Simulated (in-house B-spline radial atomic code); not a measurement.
# PBE0 excitations of Sr²⁺

Method: PBE0. Computed with an all-electron radial atomic-structure program (B-spline basis): linear response of the closed shell [Ar] 3d10 4s2 4p6 with the functional's adiabatic kernel; scalar-relativistic (spin-free one-electron X2C), finite nucleus, no spin-orbit coupling, no double excitations, S, P, D and F terms only; shells from n = 2 respond. Only terms of natural parity with L up to 3 were computed.

Command:
```bash
python run_td.py task.json out
```
Settings (radii: box in bohr, nucleus in fm):
```
Z                        38
electrons                36
configuration            [Ar] 3d10 4s2 4p6
hamiltonian              x2c
method                   pbe0
box_radius               29.48
rms_radius               4.224
intervals                73
```

Time taken, with all properties: 3.4 s on 1 thread of Arm Neoverse N1 (shared host).

The lowest states, in the order of their Tamm-Dancoff energies; the method's threshold (minus the highest occupied level) is 38.46 eV. Labels give the largest channel, * marks a mixed state, and oscillator strengths are full-response dipole values. Semilocal kernels can invert the small singlet-triplet splittings of Rydberg terms. Energies in eV:

| state | full response | Tamm-Dancoff | oscillator strength |
| --- | --- | --- | --- |
| 4p → 4d 3P | 21.930 | 21.996 | - |
| 4p → 4d 3F | ? | ? | - |
| 4p → 5s 3P | 23.367 | 23.377 | - |
| 4p → 5s 1P | 23.761 | 23.772 | 0.51 |
| 4p → 4d 1F | 23.820 | 23.830 | - |
| 4p → 5p 3S | 26.776 | 26.794 | - |
| 4p → 5p 3D | ? | ? | - |
| 4p → 5p 1D | 27.428 | 27.432 | - |
| 4p → 4d 1P | 27.713 | 28.262 | 3.73 |
| 4p → 5p 1S | 28.544 | 28.654 | - |

Question: Where does 4p → 4d 3F lie?

Answer: At 22.244 eV in full response, 22.359 eV in Tamm-Dancoff.

Question: Where does 4p → 5p 3D lie?

Answer: At 27.207 eV in full response, 27.217 eV in Tamm-Dancoff.

Question: How large is the singlet-triplet splitting of 4p → 5s (P terms) in Tamm-Dancoff?

Answer: 0.395 eV, from the unrounded values.

Question: What polarisabilities and dispersion coefficient does the method give?

Answer: Dipole 5.883 bohr³, quadrupole 17.65 bohr⁵, C6 29.28 hartree·bohr⁶ for two such species.
